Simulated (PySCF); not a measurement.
C₈H₉O (doublet state).
Structure used (GFN2-xTB), in Å, numbered top down from 1:
```
atom  x, y, z in Å
C1    -1.424    1.803    0.966
C2    -1.087    0.956    0.171
C3    -0.674    0.015   -0.762
C4    -1.274   -1.256   -0.857
C5    -2.322   -1.674   -0.113
C6     0.509    0.354   -1.619
C7     1.703   -0.251   -0.883
C8     2.270    0.629    0.195
O9     2.109   -1.357   -1.131
H10   -1.735    2.527    1.658
H11   -0.844   -1.927   -1.589
H12   -2.775   -1.034    0.625
H13   -2.738   -2.658   -0.235
H14    0.625    1.433   -1.719
H15    0.417   -0.117   -2.598
H16    1.466    1.041    0.802
H17    2.804    1.457   -0.269
H18    2.961    0.065    0.817
```

The hyperfine couplings belong to this conformer and change with its torsions.

As a line formula: `C#C[C](C=C)CC(C)=O` [radical].

Level of theory: PySCF, UKS B3LYP, pcH-1 on C H O, non-relativistic, mean-field spin-orbit, GIAO. The structure is a single GFN2-xTB conformer in the gas phase; no vibrational or solvent corrections. The geometry wasn't refined by DFT: couplings that depend on bond lengths, twists or pyramidal angles can differ widely from those at the functional's own minimum. No stability test was run, so a lower SCF solution isn't excluded. ⟨S²⟩ is 0.779 where a pure state has 0.75.

Give the principal g shifts and their parts.

```json
{"Δg (ppm)": "relativistic mass correction", "1": "-150", "2": "-150", "3": "-150"}
{"Δg (ppm)": "gauge correction", "1": "0", "2": "31", "3": "27"}
{"Δg (ppm)": "orbital Zeeman/spin–orbit", "1": "56", "2": "757", "3": "1078"}
{"Δg (ppm)": "total", "1": "-94", "2": "638", "3": "955"}
```

So g = 2.00222, 2.00296, 2.00327 and g_iso = 2.00282; the tensor is rhombic: the two nearest values differ by 30 % of g3 − g1. Axes: g2 points within 15° of the C4–C5 bond.

Average each term over the three axes. Which is largest in size?

The orbital-Zeeman/spin–orbit term 630, the mass correction -150 and the gauge correction 19 ppm, for a total of 500 ppm. The orbital-Zeeman/spin–orbit term is the largest in size. The mass correction is the same along every axis, so the anisotropy comes from the other two: their spans along these axes are 31 (gauge) and 1022 ppm (orbital Zeeman/spin–orbit).

What effective moment and Curie constant follow for a powder?

With the mean of g² = 4.0113 and S(S+1) = 0.75: μ_eff = √(⟨g²⟩S(S+1)) = 1.734 μB and χT = 0.12505·⟨g²⟩·S(S+1) = 0.376 cm³ K/mol (cgs; spin-Hamiltonian part alone).

What are the electron Larmor frequencies g μB B/h along the three axes at 340 mT?

9.5280, 9.5315, 9.5330 GHz for g1, g2 and g3, a range of 5.0 MHz.

In a frozen sample, at which fields do the three g values resonate at 9.5, 34, 94 and 263 GHz (hyperfine left aside), and which band first spreads them over more than twice a line width of 0.3 mT?

```tsv
band	GHz	B(g3) mT	B(g2) mT	B(g1) mT	spread mT
X	9.5	338.82	338.88	339.00	0.18
Q	34.0	1212.63	1212.82	1213.26	0.64
W	94.0	3352.55	3353.09	3354.31	1.76
J	263.0	9380.02	9381.50	9384.94	4.92
```

The spread grows in proportion to the frequency. Q band is the first where it exceeds 0.6 mT.

Largest spin populations (Mulliken): C3 (+0.57), C5 (+0.51), C1 (+0.33) and C4 (-0.23). Three atoms exceed +0.15. The positive populations add up to 1.51 and the negative ones to -0.51, together 2S = 1. The angles at C3 add up to 359.9°, so it is planar.

The HOMO–LUMO gaps are 4.83 eV among the α and 4.04 eV among the β orbitals.
